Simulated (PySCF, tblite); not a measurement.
Species: C3H8F2O2Si.
Cartesian coordinates in Å at the GFN2-xTB level; atoms count from 1:
```
atom  x, y, z in Å
C1    -0.2908    1.8614    0.4311
C2    -0.5151    0.3608    0.5026
O3    -0.9155   -0.1961   -0.6847
Si4   -0.1247   -0.2424   -2.1209
O5     0.7212   -0.2094    0.9298
C6     0.6947   -1.5416    1.1343
F7     1.9150   -2.0476    0.9028
F8     0.4150   -1.8335    2.4331
H9     0.5622    2.0596   -0.2110
H10   -0.0881    2.2472    1.4250
H11   -1.1784    2.3356    0.0230
H12   -1.2946    0.1207    1.2455
H13    1.2423   -0.7369   -1.9689
H14   -1.0159   -1.1761   -2.7919
H15   -0.0983    1.0898   -2.7277
H16   -0.0367   -2.0825    0.5080
```

Jobs on this species (16 atoms, 74 electrons) with PySCF (density fitting) and tblite. Hardware of each: one thread, Arm Neoverse N1 (aarch64), on a shared host. The host was shared with other jobs, so the times are rough.

| level and settings | work | basis functions | SCF cycles | wall time |
| --- | --- | --- | --- | --- |
| PBE0/pcSseg-1 | shieldings, charges and field gradients | 183 | ? | ? |
| wB97X-D/def2-SVPD | 8 singlets by full TDDFT, 3 Tamm–Dancoff triplets, polarisability | 240 | ? | ? |
| GFN2-xTB | L-BFGS relaxation | – | – | 2.2 s |
| GFN2-xTB | Hessian by finite differences | – | – | 0.87 s |

**Question.** Fill in the missing figures.

**Answer.** 
- PBE0/pcSseg-1; shieldings, charges and field gradients: 55 s, 14 SCF cycles
- wB97X-D/def2-SVPD; 8 singlets by full TDDFT, 3 Tamm–Dancoff triplets, polarisability: 2.1 min, 14 SCF cycles

**Question.** What do all jobs in the table cost together?

**Answer.** About 3.1 min; the longest takes about 68 % of that, and about 140 times as long as the shortest.
